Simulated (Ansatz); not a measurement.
`OC([SiH3])[TeH]` + `[NH2][Cd][OH]` → `[NH2][Cd][O][SiH3]` + `OC[TeH]`  (ligand exchange at the Si–C bond)

Isolated molecules relaxed with PBE0-D4/def2-TZVP in Ansatz; ΔE leaves out vibrations. CBS: MP2 limit from def2 TZ/QZ plus the TZ coupled-cluster correction, frozen cores. DFT in def2-TZVPP. def2 core potentials past Kr. For Cd, Te outer-core shells are correlated without core-valence functions, which leaves a few kJ/mol of doubt a bond. Each species was taken in one conformer, which may not be the lowest.

CCSD(T)/CBS gives -28.0 kcal/mol.

Another level gave -30.8 kcal/mol. Which?
A. CCSD/def2-TZVPP
B. MP2/def2-TZVPP
C. PBE0/def2-TZVPP
D. PBE/def2-TZVPP

A. CCSD/def2-TZVPP -30.8, MP2/def2-TZVPP -29.3, PBE -25.4, PBE0 -27.8 kcal/mol.

Largest T1 diagnostic among the species: 0.016.

The D4 term adds +1.5 kcal/mol with B3LYP and +0.8 kcal/mol with PBE0; it sums over pairs of atoms, weighted by their polarisabilities, and B3LYP, whose exchange is more repulsive, gets the larger term. In def2-TZVPP, CCSD(T) changes the Hartree–Fock value by +8.0 kcal/mol (the triples alone add +1.2 kcal/mol) and MP2 by +8.3 kcal/mol. From PBE to PBE0 (25 % exact exchange), in def2-TZVPP and without D4, ΔE moves by −2.4 kcal/mol.

B3LYP here is the variant with VWN-RPA as its local correlation; programs differ in this.
